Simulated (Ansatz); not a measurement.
One change: `C[Si](C)(F)[GaH2]` becomes `C[Si](C)(F)BF`.

Ansatz, PBE0-D4/def2-TZVP geometries, multiplicity 1. Each molecule was computed in one conformer, which needn't be the lowest.

Scalar relativity is left out up to krypton.

```
                             property  `C[Si](C)(F)[GaH2]`
HOMO–LUMO gap (B3LYP/def2-TZVPP) / eV                 4.66
   HOMO energy (PBE0/def2-TZVPP) / eV                -7.15
   LUMO energy (PBE0/def2-TZVPP) / eV                -2.05
LUMO energy (ωB97M-V/def2-TZVPP) / eV                -0.36
  HOMO–LUMO gap (PBE/def2-TZVPP) / eV                 3.20
  LUMO energy (B3LYP/def2-TZVPP) / eV                -2.31
```

(1) What does the change do to each property? (An estimate is asked.)

Results:

(1) Ansatz gave: 
```csv
property,`C[Si](C)(F)BF`,shift
HOMO–LUMO gap (B3LYP/def2-TZVPP) / eV,5.63,0.97
HOMO energy (PBE0/def2-TZVPP) / eV,-7.69,-0.54
LUMO energy (PBE0/def2-TZVPP) / eV,-1.66,0.39
LUMO energy (ωB97M-V/def2-TZVPP) / eV,0.31,0.67
HOMO–LUMO gap (PBE/def2-TZVPP) / eV,3.71,0.51
LUMO energy (B3LYP/def2-TZVPP) / eV,-1.88,0.43
```

With PBE0 the HOMO falls by 0.54 eV and the LUMO rises by 0.39 eV, so the gap widens by about 0.93 eV. PBE moves the HOMO by -0.30 eV and ωB97M-V by -0.68 eV.

B3LYP here is the variant with VWN-RPA as its local correlation; programs differ in this.
